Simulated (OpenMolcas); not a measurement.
# Te III: input and output

Input:

```
&GATEWAY
Coord
1

Te 0.0 0.0 0.0
Basis=ANO-RCC-VQZP
Group=XYZ
NoMove
AngMom=0.0 0.0 0.0
AMFI
&SEWARD
Relativistic=R04O02
&RASSCF
FileOrb=start.orb
Symmetry=1
Spin=3
nActEl=4 0 0
Inactive=14 9
Ras2=1 3
CIRoot=3 3 1
SDav=6
CIMx=300
Iter=120 100
PrWF=0.3
OrbListing=Nothing
MaxOrb=0
Atom
>>> COPY $Project.JobIph JOB001
&RASSCF
FileOrb=start.orb
Symmetry=1
Spin=1
nActEl=4 0 0
Inactive=14 9
Ras2=1 3
CIRoot=6 6 1
SDav=12
CIMx=300
Iter=120 100
PrWF=0.3
OrbListing=Nothing
MaxOrb=0
Atom
>>> COPY $Project.JobIph JOB002
&RASSCF
FileOrb=start.orb
Symmetry=2
Spin=5
nActEl=4 0 0
Inactive=14 9
Ras2=1 3
CIRoot=1 1 1
SDav=1
CIMx=300
Iter=120 100
PrWF=0.3
OrbListing=Nothing
MaxOrb=0
Atom
>>> COPY $Project.JobIph JOB003
&RASSCF
FileOrb=start.orb
Symmetry=2
Spin=3
nActEl=4 0 0
Inactive=14 9
Ras2=1 3
CIRoot=8 8 1
SDav=9
CIMx=300
Iter=120 100
PrWF=0.3
OrbListing=Nothing
MaxOrb=0
Atom
>>> COPY $Project.JobIph JOB004
&RASSCF
FileOrb=start.orb
Symmetry=2
Spin=1
nActEl=4 0 0
Inactive=14 9
Ras2=1 3
CIRoot=5 5 1
SDav=8
CIMx=300
Iter=120 100
PrWF=0.3
OrbListing=Nothing
MaxOrb=0
Atom
>>> COPY $Project.JobIph JOB005
&RASSI
NrOfJobIphs=4 3 6 1 8
1 2 3
1 2 3 4 5 6
1
1 2 3 4 5 6 7 8
IphNames
JOB001
JOB002
JOB003
JOB004
EJob
SpinOrbit
DIPRint=1.0
SOCoupling=1000.0
Subsets=2
MEES
Property=10
'ANGMOM' 1 'ANGMOM' 2 'ANGMOM' 3 'MLTPL  1' 1 'MLTPL  1' 2 'MLTPL  1' 3
'AMFI' 1 'AMFI' 2 'AMFI' 3 'MLTPL  2' 6
SOProperty=3
'ANGMOM' 1 'ANGMOM' 2 'ANGMOM' 3
```

Launched by
```bash
OMP_NUM_THREADS=1 MOLCAS_MEM=2252 MOLCAS_PROJECT=a pymolcas a.inp > a.log  # once for each step of the input, in one work folder
```

A driver script runs the steps one by one and writes start.orb anew before each from the orbitals found so far.

Output, cut to the results:

```
--- SEWARD ---
Basis set label: TE.ANO-RCC...8S7P5D3F2G.

      Electronic valence basis set:
      ------------------
      Associated Effective Charge  52.000000 au
      Associated Actual Charge     52.000000 au
      Nuclear Model: Point charge

      Shell  nPrim  nBasis  Cartesian Spherical Contaminant
         s      22       8        X
         p      19       7        X
         d      13       5                 X
         f       5       3                 X
         g       3       2                 X
Relativistic=R04O02
                  Relativistic Douglas-Kroll-Hess integrals:
                    - DKH order of Hamiltonian: 4
                    - DKH order of Properties : 2
--- RASSCF ---
Wave function specifications:
      -----------------------------

      Number of closed shell electrons          46
      Number of electrons in active shells       4
      Max number of holes in RAS1 space          0
      Max nr of electrons in RAS3 space          0
      Number of inactive orbitals               23
      Number of active orbitals                  4
      Number of secondary orbitals              66
      Spin quantum number                      1.0
      State symmetry                             1
Orbital specifications:
      -----------------------

      Symmetry species                           1   2
                                                ag  au
      Frozen orbitals                            0   0
      Inactive orbitals                         14   9
      Active orbitals                            1   3
      RAS1 orbitals                              0   0
      RAS2 orbitals                              1   3
      RAS3 orbitals                              0   0
      Secondary orbitals                        36  30
      Deleted orbitals                           0   0
      Number of basis functions                 51  42
      Number of CSFs                             6
      Number of root(s) required                 3
      Iter CI   SX   CI       RASSCF       Energy    max ROT     max BLB   max BLB  Level Ln srch  Step   QN
          iter iter root      energy       change     param      element    value   shift minimum  type update
 Nr of preliminary CI iterations:   1
      Total energies have been shifted. Add                -6000.00 au
        1   1   12    0  -790.03774257    0.00E+00   3.25E-03   13  20 1 -1.91E-02*  0.00   0.00    SX    NO
        2   1   12    0  -790.03813383   -3.91E-04*  1.72E-03   13  25 1 -8.44E-03*  0.00   0.00    SX    NO
        3   1   11    0  -790.03818605   -5.22E-05*  7.89E-04   13  25 1  4.43E-03*  0.00   0.00    SX    NO
        4   1   11    0  -790.03819939   -1.33E-05*  4.63E-04   13  25 1 -2.31E-03*  0.00   0.00    SX    NO
        5   1   10    0  -790.03820305   -3.66E-06*  1.61E-04   13  25 1  1.22E-03*  0.00   0.66    QN   YES
        6   1    5    0  -790.03820445   -1.40E-06*  3.62E-06   15  16 1  9.34E-06   0.00   1.00    QN   YES
        7   1    3    0  -790.03820445   -6.28E-11   9.46E-07   15  16 1  2.05E-06   0.00   2.50    QN   YES
      Convergence after  7 iterations
        8   1    3    0  -790.03820445    3.64E-12   9.46E-07   15  17 1  4.89E-07   0.00   2.50    QN   YES
      Natural orbitals and occupation numbers for root  1
      sym 1:   1.977975
      sym 2:   1.000000   0.022025   1.000000
      Natural orbitals and occupation numbers for root  2
      sym 1:   1.977975
      sym 2:   1.000000   1.000000   0.022025
      Natural orbitals and occupation numbers for root  3
      sym 1:   1.977975
      sym 2:   0.022025   1.000000   1.000000
::    RASSCF root number  1 Total energy:  -6790.03820445
::    RASSCF root number  2 Total energy:  -6790.03820445
::    RASSCF root number  3 Total energy:  -6790.03820445
--- RASSCF ---
Wave function specifications:
      -----------------------------

      Number of closed shell electrons          46
      Number of electrons in active shells       4
      Max number of holes in RAS1 space          0
      Max nr of electrons in RAS3 space          0
      Number of inactive orbitals               23
      Number of active orbitals                  4
      Number of secondary orbitals              66
      Spin quantum number                      0.0
      State symmetry                             1
Orbital specifications:
      -----------------------

      Symmetry species                           1   2
...
--- RASSI ---
SPIN-FREE ENERGIES:
  (Shifted by EMIN (a.u.) =      -6790.0382044519)

 SF State       Relative EMIN(au)   Rel lowest level(eV)    D:o, cm**(-1)      L_eff

     1             0.0000000000        0.0000000000              0.0000         1.0
     2             0.0000000000        0.0000000000              0.0000         1.0
     3             0.0000000000        0.0000000000              0.0000         1.0
     4             0.0496240202        1.3503383801          10891.2135         2.0
     5             0.0496240202        1.3503383801          10891.2135         2.0
     6             0.0496240202        1.3503383801          10891.2135         2.0
     7             0.0496240202        1.3503383801          10891.2135         2.0
     8             0.0496240202        1.3503383801          10891.2135         2.0
     9             0.0963037960        2.6205597896          21136.2401         0.0
    10             0.2065533603        5.6206032686          45333.2226         0.0
    11             0.3744318671       10.1888101577          82178.2960         2.0
    12             0.3744318671       10.1888101577          82178.2960         2.0
    13             0.3744318671       10.1888101577          82178.2960         2.0
    14             0.3744318671       10.1888101577          82178.2960         2.0
    15             0.3744318671       10.1888101577          82178.2960         2.0
    16             0.4241117755       11.5406693351          93081.7756         1.0
    17             0.4241117755       11.5406693351          93081.7756         1.0
    18             0.4241117755       11.5406693351          93081.7756         1.0
     Dipole printing threshold changed to   1.00000000E+00

++ Dipole transition strengths (spin-free states):
   -----------------------------------------------
     for osc. strength at least  1.00000000E+00

  ( Max oscillator strength is only   0.25265758389378495      )
--
Eigenvalues of complex Hamiltonian:
...
```

Levels above the lowest, from the spin-orbit matrix, grouped by J:

```csv
Configuration,Term,J,E (cm-1),Measured (cm-1),Term weight %
5s2 5p2,3P,0,0.0,0.0,94
5s2 5p2,3P,1,4049,4757,100
5s2 5p2,3P,2,7624,8167,89
5s2 5p2,1D,2,18462,17360,89
5s2 5p2,1S,0,29234,30398,94
5s 5p3,5S*,2,51255,64586,99
5s 5p3,3D*,2,87240,83203,90
5s 5p3,3D*,1,87765,82889,93
5s 5p3,3D*,3,88593,85206,100
```

Against the 8 measured excited levels shown (the list in Zhang, Palmeri, Quinet and Biemont, Astron. Astrophys. 551, A136 (2013)) the mean absolute deviation is 3600 cm-1; the largest miss in energy is 5s 5p3 5S* 2: computed 51255, measured 64586 cm-1 (-20.6 %).

Some high roots are left out of the spin-orbit mixing, which shifts the levels that they would mix with. Terms of s pⁿ other than that of highest spin mix with s² pⁿ⁻² d, which this space lacks; all of them can be thousands of cm-1 off, and some have no real level of that name. Computed and measured levels are paired by configuration, term and J; levels that our copy of the source lacks, or whose pairing is in doubt (as where it misses far off the trend of its configuration), stay unpaired and out of the deviations. Levels of configurations outside the active space are missing. The first state left out of the spin-orbit step lies near 120000 cm-1 above the lowest spin-free state of the reference (among the parities and spins computed), and the list stops at four fifths of that energy or lower.

The RASSCF and RASSI steps took 20 s on 1 thread of Arm Neoverse V1 (shared host); the integral step is not counted.

The term weight is that of the spin-free term in the level, not the purity of its configuration. * marks odd parity.
